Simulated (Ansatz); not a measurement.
Ansatz (a quantum-chemistry and plane-wave program) input (B3LYP-D3(BJ)/def2-TZVP):

Ansatz 0.2 input:
```yaml
crystal:
  periodic: [false, false, false]
  atoms:
    - {symbol: Si, position_ang: [-0.02105039, -0.03741047, 0.00698961]}
    - {symbol: Cl, position_ang: [1.71825891, 0.92104563, -0.00935664]}
    - {symbol: Cl, position_ang: [-1.69438844, 1.02913319, -0.07460733]}
    - {symbol: H, position_ang: [-0.07270788, -0.94291850, 1.18661148]}
    - {symbol: H, position_ang: [-0.03281980, -1.05779013, -1.07381164]}
basis:
  gaussian:
    orbitals: def2-TZVP
hamiltonian:
  xc: b3lyp
  dispersion: d3bj
total_charge: 1
magnetization: {spin_polarized: true, initial_magnetization: 1}
relax: {f_tol: 0.002, max_steps: 150}
```

Output:

```
Functional definition: B3LYP
integrals: 0.05 GiB planned
875 factors; their error is unknown
mean field: 0.60 GiB planned
mean field evaluation 1: about -32947.6858 eV, gradient 2.0e1 eV
mean field evaluation 2: about -32947.6925 eV, gradient 2.0e1 eV
mean field evaluation 4: about -32949.3316 eV, gradient 1.4e0 eV
mean field evaluation 8: about -32949.3410 eV, gradient 5.9e-2 eV
mean field evaluation 16: about -32949.4254 eV, gradient 1.3e-4 eV
mean field -32949.42543703 eV, -1210.8690508883 hartree, gradient 1.3e-5 eV, S^2 0.757611; 2 other end points of the search recorded, 0 dependent functions left out
the calculation of the forces begins
reference -32949.42567012 eV, -1210.8690594539 hartree; 25, 24 occupied and 98, 99 virtual orbitals, 875 factors
relax step   1: F+E_penalty+E_count = -32949.66143692 eV  Δ(F+E_penalty+E_count) = +0.000e0 eV  max|allowed force component| = 5.283e-1 eV/Å  Δτ_max = 0.0000 Å  (50 SCF iters, accepted)
these checks for a lower state are left out or cut short: starts, cluster_reference, orbital_swaps, neighbouring_geometries, increment
integrals: 0.05 GiB planned
875 factors; their error is unknown
mean field: 0.60 GiB planned
mean field evaluation 32: about -32949.4609 eV, gradient 4.6e-5 eV
mean field -32949.46094262 eV, -1210.8703556946 hartree, gradient 3.8e-5 eV, S^2 0.757880; 0 other end points of the search recorded, 0 dependent functions left out
the calculation of the forces begins
reference -32949.46117755 eV, -1210.8703643280 hartree; 25, 24 occupied and 98, 99 virtual orbitals, 875 factors
relax step   2: F+E_penalty+E_count = -32949.69497601 eV  Δ(F+E_penalty+E_count) = -3.354e-2 eV  max|allowed force component| = 1.441e-1 eV/Å  Δτ_max = 0.0415 Å  (38 SCF iters, accepted)
these checks for a lower state are left out or cut short: starts, cluster_reference, orbital_swaps, neighbouring_geometries, increment
integrals: 0.05 GiB planned
875 factors; their error is unknown
mean field: 0.60 GiB planned
mean field -32949.46474979 eV, -1210.8704956055 hartree, gradient 4.1e-5 eV, S^2 0.757863; 0 other end points of the search recorded, 0 dependent functions left out
the calculation of the forces begins
reference -32949.46498544 eV, -1210.8705042655 hartree; 25, 24 occupied and 98, 99 virtual orbitals, 875 factors
relax step   3: F+E_penalty+E_count = -32949.69904385 eV  Δ(F+E_penalty+E_count) = -4.068e-3 eV  max|allowed force component| = 1.335e-1 eV/Å  Δτ_max = 0.0412 Å  (37 SCF iters, accepted)
these checks for a lower state are left out or cut short: starts, cluster_reference, orbital_swaps, neighbouring_geometries, increment
integrals: 0.05 GiB planned
875 factors; their error is unknown
mean field: 0.60 GiB planned
mean field -32949.46540895 eV, -1210.8705198291 hartree, gradient 9.6e-6 eV, S^2 0.757643; 0 other end points of the search recorded, 0 dependent functions left out
the calculation of the forces begins
reference -32949.46564487 eV, -1210.8705284989 hartree; 25, 24 occupied and 98, 99 virtual orbitals, 875 factors
relax step   4: F+E_penalty+E_count = -32949.69969560 eV  Δ(F+E_penalty+E_count) = -6.517e-4 eV  max|allowed force component| = 2.750e-2 eV/Å  Δτ_max = 0.0096 Å  (40 SCF iters, accepted)
these checks for a lower state are left out or cut short: starts, cluster_reference, orbital_swaps, neighbouring_geometries, increment
integrals: 0.05 GiB planned
875 factors; their error is unknown
mean field: 0.60 GiB planned
mean field -32949.46575809 eV, -1210.8705326597 hartree, gradient 6.0e-6 eV, S^2 0.757564; 0 other end points of the search recorded, 0 dependent functions left out
the calculation of the forces begins
reference -32949.46599396 eV, -1210.8705413280 hartree; 25, 24 occupied and 98, 99 virtual orbitals, 875 factors
relax step   5: F+E_penalty+E_count = -32949.69990789 eV  Δ(F+E_penalty+E_count) = -2.123e-4 eV  max|allowed force component| = 6.637e-3 eV/Å  Δτ_max = 0.0080 Å  (42 SCF iters, accepted)
these checks for a lower state are left out or cut short: starts, cluster_reference, orbital_swaps, neighbouring_geometries, increment
integrals: 0.05 GiB planned
875 factors; their error is unknown
mean field: 0.60 GiB planned
[...]
these checks for a lower state are left out or cut short: starts, cluster_reference, orbital_swaps, neighbouring_geometries, increment
integrals: 0.05 GiB planned
875 factors; their error is unknown
mean field: 0.59 GiB planned
mean field evaluation 96: about -32949.4662 eV, gradient 4.5e-5 eV
mean field -32949.46620056 eV, -1210.8705489204 hartree, gradient 2.4e-5 eV, S^2 0.757572; 0 other end points of the search recorded, 0 dependent functions left out
the calculation of the forces begins
reference -32949.46643643 eV, -1210.8705575883 hartree; 25, 24 occupied and 98, 99 virtual orbitals, 875 factors
relax step  11: F+E_penalty+E_count = -32949.70038557 eV  Δ(F+E_penalty+E_count) = -2.310e-4 eV  max|allowed force component| = 6.009e-2 eV/Å  Δτ_max = 0.0062 Å  (40 SCF iters, accepted)
these checks for a lower state are left out or cut short: starts, cluster_reference, orbital_swaps, neighbouring_geometries, increment
integrals: 0.05 GiB planned
875 factors; their error is unknown
mean field: 0.60 GiB planned
mean field -32949.46631282 eV, -1210.8705530456 hartree, gradient 1.3e-5 eV, S^2 0.757566; 0 other end points of the search recorded, 0 dependent functions left out
the calculation of the forces begins
reference -32949.46654866 eV, -1210.8705617126 hartree; 25, 24 occupied and 98, 99 virtual orbitals, 875 factors
relax step  12: F+E_penalty+E_count = -32949.70053837 eV  Δ(F+E_penalty+E_count) = -1.528e-4 eV  max|allowed force component| = 6.594e-2 eV/Å  Δτ_max = 0.0044 Å  (38 SCF iters, accepted)
these checks for a lower state are left out or cut short: starts, cluster_reference, orbital_swaps, neighbouring_geometries, increment
integrals: 0.05 GiB planned
875 factors; their error is unknown
mean field: 0.59 GiB planned
mean field -32949.46740215 eV, -1210.8705930777 hartree, gradient 2.0e-5 eV, S^2 0.757578; 0 other end points of the search recorded, 0 dependent functions left out
the calculation of the forces begins
reference -32949.46763790 eV, -1210.8706017415 hartree; 25, 24 occupied and 98, 99 virtual orbitals, 875 factors
relax step  13: F+E_penalty+E_count = -32949.70173586 eV  Δ(F+E_penalty+E_count) = -1.197e-3 eV  max|allowed force component| = 7.229e-2 eV/Å  Δτ_max = 0.0153 Å  (43 SCF iters, accepted)
these checks for a lower state are left out or cut short: starts, cluster_reference, orbital_swaps, neighbouring_geometries, increment
integrals: 0.05 GiB planned
875 factors; their error is unknown
mean field: 0.60 GiB planned
mean field -32949.47633284 eV, -1210.8709212747 hartree, gradient 1.7e-5 eV, S^2 0.757512; 0 other end points of the search recorded, 0 dependent functions left out
the calculation of the forces begins
reference -32949.47656834 eV, -1210.8709299292 hartree; 25, 24 occupied and 98, 99 virtual orbitals, 875 factors
relax step  14: F+E_penalty+E_count = -32949.71116588 eV  Δ(F+E_penalty+E_count) = -9.430e-3 eV  max|allowed force component| = 7.663e-2 eV/Å  Δτ_max = 0.0793 Å  (43 SCF iters, accepted)
these checks for a lower state are left out or cut short: starts, cluster_reference, orbital_swaps, neighbouring_geometries, increment
integrals: 0.05 GiB planned
875 factors; their error is unknown
mean field: 0.60 GiB planned
mean field evaluation 128: about -32949.3426 eV, gradient 5.2e-4 eV
mean field -32949.34258257 eV, -1210.8660060429 hartree, gradient 1.5e-5 eV, S^2 0.757316; 0 other end points of the search recorded, 0 dependent functions left out
the calculation of the forces begins
reference -32949.34281848 eV, -1210.8660147124 hartree; 25, 24 occupied and 98, 99 virtual orbitals, 875 factors
relax step  15: F+E_penalty+E_count = -32949.58014293 eV  Δ(F+E_penalty+E_count) = +1.310e-1 eV  max|allowed force component| = 1.738e0 eV/Å  Δτ_max = 0.1974 Å  (38 SCF iters, rejected (line search))
these checks for a lower state are left out or cut short: starts, cluster_reference, orbital_swaps, neighbouring_geometries, increment
integrals: 0.05 GiB planned
875 factors; their error is unknown
mean field: 0.60 GiB planned
mean field -32949.47561963 eV, -1210.8708950648 hartree, gradient 1.3e-5 eV, S^2 0.757325; 0 other end points of the search recorded, 0 dependent functions left out
the calculation of the forces begins
reference -32949.47585492 eV, -1210.8709037114 hartree; 25, 24 occupied and 98, 99 virtual orbitals, 875 factors
relax step  16: F+E_penalty+E_count = -32949.71041650 eV  Δ(F+E_penalty+E_count) = +7.494e-4 eV  max|allowed force component| = 2.383e-1 eV/Å  Δτ_max = 0.0370 Å  (41 SCF iters, rejected (line search))
these checks for a lower state are left out or cut short: starts, cluster_reference, orbital_swaps, neighbouring_geometries, increment
integrals: 0.05 GiB planned
875 factors; their error is unknown
mean field: 0.60 GiB planned
mean field -32949.47806699 eV, -1210.8709850037 hartree, gradient 5.1e-5 eV, S^2 0.757412; 0 other end points of the search recorded, 0 dependent functions left out
the calculation of the forces begins
reference -32949.47830231 eV, -1210.8709936514 hartree; 25, 24 occupied and 98, 99 virtual orbitals, 875 factors
relax step  17: F+E_penalty+E_count = -32949.71302197 eV  Δ(F+E_penalty+E_count) = -1.856e-3 eV  max|allowed force component| = 3.783e-2 eV/Å  Δτ_max = 0.0180 Å  (36 SCF iters, accepted)
these checks for a lower state are left out or cut short: starts, cluster_reference, orbital_swaps, neighbouring_geometries, increment
integrals: 0.05 GiB planned
875 factors; their error is unknown
mean field: 0.60 GiB planned
mean field -32949.47885285 eV, -1210.8710138834 hartree, gradient 1.5e-5 eV, S^2 0.757190; 0 other end points of the search recorded, 0 dependent functions left out
the calculation of the forces begins
reference -32949.47908794 eV, -1210.8710225229 hartree; 25, 24 occupied and 98, 99 virtual orbitals, 875 factors
relax step  18: F+E_penalty+E_count = -32949.71403493 eV  Δ(F+E_penalty+E_count) = -1.013e-3 eV  max|allowed force component| = 9.882e-2 eV/Å  Δτ_max = 0.0338 Å  (40 SCF iters, accepted)
these checks for a lower state are left out or cut short: starts, cluster_reference, orbital_swaps, neighbouring_geometries, increment
integrals: 0.05 GiB planned
875 factors; their error is unknown
mean field: 0.60 GiB planned
mean field -32949.47955072 eV, -1210.8710395295 hartree, gradient 4.6e-5 eV, S^2 0.757223; 0 other end points of the search recorded, 0 dependent functions left out
the calculation of the forces begins
reference -32949.47978581 eV, -1210.8710481688 hartree; 25, 24 occupied and 98, 99 virtual orbitals, 875 factors
relax step  19: F+E_penalty+E_count = -32949.71481620 eV  Δ(F+E_penalty+E_count) = -7.813e-4 eV  max|allowed force component| = 1.664e-2 eV/Å  Δτ_max = 0.0128 Å  (38 SCF iters, accepted)
these checks for a lower state are left out or cut short: starts, cluster_reference, orbital_swaps, neighbouring_geometries, increment
integrals: 0.05 GiB planned
875 factors; their error is unknown
mean field: 0.60 GiB planned
mean field evaluation 160: about -32949.4796 eV, gradient 4.6e-5 eV
mean field -32949.47964915 eV, -1210.8710431470 hartree, gradient 4.0e-5 eV, S^2 0.757240; 0 other end points of the search recorded, 0 dependent functions left out
the calculation of the forces begins
reference -32949.47988428 eV, -1210.8710517877 hartree; 25, 24 occupied and 98, 99 virtual orbitals, 875 factors
relax step  20: F+E_penalty+E_count = -32949.71483686 eV  Δ(F+E_penalty+E_count) = -2.066e-5 eV  max|allowed force component| = 4.266e-3 eV/Å  Δτ_max = 0.0015 Å  (31 SCF iters, accepted)
these checks for a lower state are left out or cut short: starts, cluster_reference, orbital_swaps, neighbouring_geometries, increment
integrals: 0.05 GiB planned
875 factors; their error is unknown
mean field: 0.60 GiB planned
mean field -32949.47958068 eV, -1210.8710406306 hartree, gradient 1.4e-5 eV, S^2 0.757255; 0 other end points of the search recorded, 0 dependent functions left out
the calculation of the forces begins
reference -32949.47981580 eV, -1210.8710492711 hartree; 25, 24 occupied and 98, 99 virtual orbitals, 875 factors
relax step  21: F+E_penalty+E_count = -32949.71483295 eV  Δ(F+E_penalty+E_count) = +3.916e-6 eV  max|allowed force component| = 6.199e-3 eV/Å  Δτ_max = 0.0014 Å  (34 SCF iters, rejected (line search))
these checks for a lower state are left out or cut short: starts, cluster_reference, orbital_swaps, neighbouring_geometries, increment
integrals: 0.05 GiB planned
875 factors; their error is unknown
mean field: 0.59 GiB planned
mean field -32949.47962110 eV, -1210.8710421161 hartree, gradient 3.1e-5 eV, S^2 0.757243; 0 other end points of the search recorded, 0 dependent functions left out
the calculation of the forces begins
reference -32949.47985623 eV, -1210.8710507568 hartree; 25, 24 occupied and 98, 99 virtual orbitals, 875 factors
relax step  22: F+E_penalty+E_count = -32949.71483994 eV  Δ(F+E_penalty+E_count) = -3.081e-6 eV  max|allowed force component| = 2.878e-4 eV/Å  Δτ_max = 0.0007 Å  (29 SCF iters, accepted)
integrals: 0.05 GiB planned
875 factors; their error is unknown
mean field: 0.59 GiB planned
mean field evaluation 192: about -32949.4796 eV, gradient 6.6e-4 eV
mean field -32949.47962110 eV, -1210.8710421161 hartree, gradient 3.1e-5 eV, S^2 0.757243; 5 other end points of the search recorded, 0 dependent functions left out
the calculation of the forces begins
reference -32949.47985623 eV, -1210.8710507568 hartree; 25, 24 occupied and 98, 99 virtual orbitals, 875 factors
Total energy: -32949.71507507 eV, -1210.8796948897 hartree
Atom 0 at    -0.019805    -0.085074    -0.141783 Å, force    -0.000074    -0.000288    -0.000083 eV/Å
Atom 1 at     1.733436     0.877751     0.084215 Å, force    -0.000028     0.000233     0.000038 eV/Å
Atom 2 at    -1.715825     0.987321     0.017937 Å, force     0.000113     0.000180     0.000016 eV/Å
Atom 3 at    -0.068508    -0.757312     1.277668 Å, force     0.000007    -0.000087    -0.000087 eV/Å
Atom 4 at    -0.032006    -1.110626    -1.202212 Å, force    -0.000019    -0.000038     0.000116 eV/Å
Dipole moment:    -0.013793    -0.440164    -0.011369 e Å
```
